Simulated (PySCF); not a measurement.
Cl2MoO2 (SMILES [O]=[Mo](=[O])([Cl])[Cl]), singlet, at a GFN2-xTB geometry (such geometries of metal compounds can be far from the true shape) (core potentials on Mo); PBE0/def2-SV(P) (PySCF).

The PySCF input:
```python
from pyscf import gto, scf, dft

mol = gto.Mole()
mol.atom = '''
    Mo    0.298668   -0.055206    0.098626
    O     1.452282   -0.587896   -0.930250
    O     0.741126    0.182461    1.654554
    Cl   -0.459639    1.801845   -0.663469
    Cl   -1.310439   -1.474660    0.078957
'''
mol.basis = 'def2-sv(p)'
mol.ecp = {'Mo': 'def2-sv(p)'}
mol.charge = 0
mol.spin = 0
mol.verbose = 4
mol.build()

mf = dft.UKS(mol)
mf.xc = 'pbe0'
mf.kernel()
mf.analyze()
```

Task: What does PySCF print? Leave out banner, timings and long lists.

Result: 
```
PySCF version 2.14.0

[INPUT] verbose = 4
[INPUT] num. atoms = 5
[INPUT] num. electrons = 64
[INPUT] charge = 0
[INPUT] spin (= nelec alpha-beta = 2S) = 0
[INPUT] symmetry False subgroup None
[INPUT] Mole.unit = angstrom
[INPUT] Symbol           X                Y                Z      unit          X                Y                Z       unit  Magmom
[...]
nuclear repulsion = 339.863416089691
number of shells = 38
number of NR pGTOs = 170
number of NR cGTOs = 88
basis = def2-sv(p)
ecp = {'Mo': 'def2-sv(p)'}

******** <class 'pyscf.dft.uks.UKS'> ********
method = UKS
initial guess = minao
damping factor = 0
level_shift factor = 0
DIIS = <class 'pyscf.scf.diis.CDIIS'>
diis_start_cycle = 1
diis_space = 8
diis_damp = 0
SCF conv_tol = 1e-09
SCF conv_tol_grad = None
SCF max_cycles = 50
direct_scf = True
direct_scf_tol = 1e-13
number electrons alpha = 32  beta = 32
XC library pyscf.dft.libxc version 7.1.2
    S. Lehtola, C. Steigemann, M. J. T. Oliveira, and M. A. L. Marques,  SoftwareX 7, 1–5 (2018)
XC functionals = pbe0
    C. Adamo and V. Barone,  J. Chem. Phys. 110, 6158 (1999)
    M. Ernzerhof and G. E. Scuseria,  J. Chem. Phys. 110, 5029 (1999)
radial grids:
    Treutler-Ahlrichs [JCP 102, 346 (1995); DOI:10.1063/1.469408] (M4) radial grids

becke partition: Becke, JCP 88, 2547 (1988); DOI:10.1063/1.454033
pruning grids: <function nwchem_prune>
grids dens level: 3
symmetrized grids: False
atomic radii adjust function: <function treutler_atomic_radii_adjust>
small_rho_cutoff = 0
Set gradient conv threshold to 3.16228e-05
tot grids = 88368
init E= -1130.43999169413
cycle= 1 E= -1137.81963492456  delta_E= -7.38  |g|= 1.07  |ddm|=  2.5
cycle= 2 E= -1131.97629558728  delta_E= 5.84  |g|= 3.52  |ddm|= 3.03
cycle= 3 E= -1138.2106202871  delta_E= -6.23  |g|= 0.399  |ddm|= 2.67
cycle= 4 E= -1138.25076065922  delta_E= -0.0401  |g|= 0.264  |ddm|= 0.647
cycle= 5 E= -1138.28777081099  delta_E= -0.037  |g|= 0.0811  |ddm|= 0.375
cycle= 6 E= -1138.29146966982  delta_E= -0.0037  |g|= 0.00461  |ddm|= 0.0965
cycle= 7 E= -1138.29148174261  delta_E= -1.21e-05  |g|= 0.00166  |ddm|= 0.00733
cycle= 8 E= -1138.29148304602  delta_E= -1.3e-06  |g|= 0.000446  |ddm|= 0.002
cycle= 9 E= -1138.29148305892  delta_E= -1.29e-08  |g|= 0.000432  |ddm|= 0.000502
cycle= 10 E= -1138.29148312123  delta_E= -6.23e-08  |g|= 0.000177  |ddm|= 0.000367
cycle= 11 E= -1138.29148313553  delta_E= -1.43e-08  |g|= 1.81e-05  |ddm|= 0.000165
cycle= 12 E= -1138.29148313578  delta_E= -2.53e-10  |g|= 6.86e-06  |ddm|= 2.52e-05
Extra cycle  E= -1138.29148313574  delta_E= 4e-11  |g|= 1.63e-05  |ddm|= 1.97e-05
converged SCF energy = -1138.29148313574  <S^2> = 4.7802118e-10  2S+1 = 1
**** SCF Summaries ****
Total Energy =                       -1138.291483135739327
Nuclear Repulsion Energy =             339.863416089690816
One-electron Energy =                -2269.047512262925011
Two-electron Energy =                  790.892613037494812
Two-electron Coulomb Energy =          871.930689475007853
DFT Exchange-Correlation Energy =      -81.038076437512984
**** MO energy ****
                             alpha | beta                alpha | beta
[...]
spin_pop of  0 Mo 4s       -0.00000
spin_pop of  0 Mo 5s       -0.00000
spin_pop of  0 Mo 6s       -0.00000
spin_pop of  0 Mo 7s       -0.00000
spin_pop of  0 Mo 8s        0.00000
spin_pop of  0 Mo 4px      -0.00000
spin_pop of  0 Mo 4py       0.00000
spin_pop of  0 Mo 4pz      -0.00000
spin_pop of  0 Mo 5px      -0.00000
spin_pop of  0 Mo 5py      -0.00000
spin_pop of  0 Mo 5pz      -0.00000
spin_pop of  0 Mo 6px      -0.00000
spin_pop of  0 Mo 6py      -0.00000
spin_pop of  0 Mo 6pz      -0.00000
spin_pop of  0 Mo 4dxy     -0.00001
spin_pop of  0 Mo 4dyz     -0.00000
spin_pop of  0 Mo 4dz^2    -0.00000
spin_pop of  0 Mo 4dxz     -0.00001
spin_pop of  0 Mo 4dx2-y2   -0.00001
spin_pop of  0 Mo 5dxy     -0.00000
spin_pop of  0 Mo 5dyz     -0.00000
spin_pop of  0 Mo 5dz^2    -0.00000
spin_pop of  0 Mo 5dxz     -0.00000
spin_pop of  0 Mo 5dx2-y2   -0.00000
spin_pop of  1 O 1s       -0.00000
spin_pop of  1 O 2s        0.00000
spin_pop of  1 O 3s       -0.00000
spin_pop of  1 O 2px       0.00000
spin_pop of  1 O 2py       0.00001
spin_pop of  1 O 2pz       0.00001
spin_pop of  1 O 3px      -0.00000
spin_pop of  1 O 3py      -0.00000
spin_pop of  1 O 3pz      -0.00000
spin_pop of  1 O 3dxy     -0.00000
spin_pop of  1 O 3dyz     -0.00000
spin_pop of  1 O 3dz^2    -0.00000
spin_pop of  1 O 3dxz     -0.00000
spin_pop of  1 O 3dx2-y2   -0.00000
spin_pop of  2 O 1s       -0.00000
spin_pop of  2 O 2s        0.00000
spin_pop of  2 O 3s       -0.00000
spin_pop of  2 O 2px       0.00000
spin_pop of  2 O 2py       0.00001
spin_pop of  2 O 2pz       0.00000
spin_pop of  2 O 3px      -0.00000
spin_pop of  2 O 3py      -0.00000
spin_pop of  2 O 3pz      -0.00000
spin_pop of  2 O 3dxy     -0.00000
spin_pop of  2 O 3dyz     -0.00000
spin_pop of  2 O 3dz^2    -0.00000
spin_pop of  2 O 3dxz     -0.00000
spin_pop of  2 O 3dx2-y2   -0.00000
spin_pop of  3 Cl 1s       -0.00000
spin_pop of  3 Cl 2s       -0.00000
spin_pop of  3 Cl 3s       -0.00000
spin_pop of  3 Cl 4s       -0.00000
spin_pop of  3 Cl 2px       0.00000
spin_pop of  3 Cl 2py      -0.00000
spin_pop of  3 Cl 2pz      -0.00000
spin_pop of  3 Cl 3px       0.00000
spin_pop of  3 Cl 3py      -0.00000
spin_pop of  3 Cl 3pz      -0.00000
spin_pop of  3 Cl 4px      -0.00000
spin_pop of  3 Cl 4py      -0.00000
spin_pop of  3 Cl 4pz      -0.00000
spin_pop of  3 Cl 3dxy     -0.00000
spin_pop of  3 Cl 3dyz     -0.00000
spin_pop of  3 Cl 3dz^2    -0.00000
spin_pop of  3 Cl 3dxz     -0.00000
spin_pop of  3 Cl 3dx2-y2   -0.00000
spin_pop of  4 Cl 1s       -0.00000
spin_pop of  4 Cl 2s       -0.00000
spin_pop of  4 Cl 3s       -0.00000
spin_pop of  4 Cl 4s       -0.00000
spin_pop of  4 Cl 2px       0.00000
spin_pop of  4 Cl 2py      -0.00000
spin_pop of  4 Cl 2pz      -0.00000
spin_pop of  4 Cl 3px       0.00000
spin_pop of  4 Cl 3py      -0.00000
spin_pop of  4 Cl 3pz      -0.00000
spin_pop of  4 Cl 4px      -0.00000
spin_pop of  4 Cl 4py      -0.00000
spin_pop of  4 Cl 4pz      -0.00000
spin_pop of  4 Cl 3dxy      0.00000
spin_pop of  4 Cl 3dyz     -0.00000
spin_pop of  4 Cl 3dz^2    -0.00000
spin_pop of  4 Cl 3dxz     -0.00000
spin_pop of  4 Cl 3dx2-y2   -0.00000
In total            32.00000 | 32.00000
Dipole moment(X, Y, Z, Debye): -1.10693,  0.20463, -0.36552
```
